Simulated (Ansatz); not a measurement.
`[F][Sb]([SiH3])[SiH3]` + `[OH][Cd][F]` → `[F][Cd][O][SiH3]` + `[F][SbH][SiH3]` at 298.15 K and 1 bar (cleavage of the Si–Sb bond).

Calculated with Ansatz (gas phase, PBE0-D4/def2-TZVP geometries, no zero-point term in ΔE). CCSD(T)/CBS adds triple-zeta CCSD(T) − MP2 to the extrapolated MP2 energy (def2 sets, frozen cores). def2 core potentials past Kr. For Cd, Sb outer-core shells are correlated without core-valence functions, which leaves a few kJ/mol of doubt a bond. Each species was taken in one conformer, which may not be the lowest.

```tsv
species	CCSD(T)/CBS energy (Eh)	H − E (kJ/mol)	S (J/(mol·K))
`[F][Sb]([SiH3])[SiH3]`	-921.59420	159.6	401.5
`[OH][Cd][F]`	-343.29729	51.4	287.2
`[F][Cd][O][SiH3]`	-633.61664	99.9	354.9
`[F][SbH][SiH3]`	-631.30007	105.1	332.0
```

H − E and S are ideal-gas, rigid-rotor, harmonic terms from PBE0-D4/def2-TZVP, for one conformer and one mirror image of each species. 1 Eh = 2625.50 kJ/mol, R = 8.31446 J/(mol·K).

Problem. By hand: ΔE, ΔH, ΔS and ΔG.

Solution. ΔE = (-633.61664) + (-631.30007) − (-921.59420) − (-343.29729) = -0.02522 Eh = -66.2 kJ/mol. Δ(H − E) = 99.9 + 105.1 − 159.6 − 51.4 = -6.0, so ΔH = -72.2 kJ/mol. ΔS = 354.9 + 332.0 − 401.5 − 287.2 = -1.8 J/(mol·K). ΔG = -72.2 − 298.15 × (-1.8)/1000 = -71.7 kJ/mol.

Problem. By hand: the equilibrium constant, and the temperature at which ΔG would vanish if ΔH and ΔS stayed fixed.

Solution. log₁₀ K = −ΔG/(RT ln 10) = 12.6. ΔG = 0 at ΔH/ΔS = 40111 K, far beyond where these terms or the molecules hold.

The number of gas molecules stays the same, so ΔS is small and ΔH decides. A doubt of 5 kJ/mol in ΔE shifts log₁₀ K by 0.9 here. Other conformers and mirror images would add mixing entropy, several J/(mol·K) or more a flexible species. Modes under 60 cm⁻¹, often nearly free rotors, make the harmonic entropy too high. These are equilibria of isolated gas molecules and say nothing of rates. Largest T1 diagnostic: 0.017 (customary marks: 0.02 for closed shells, 0.045 for open ones).
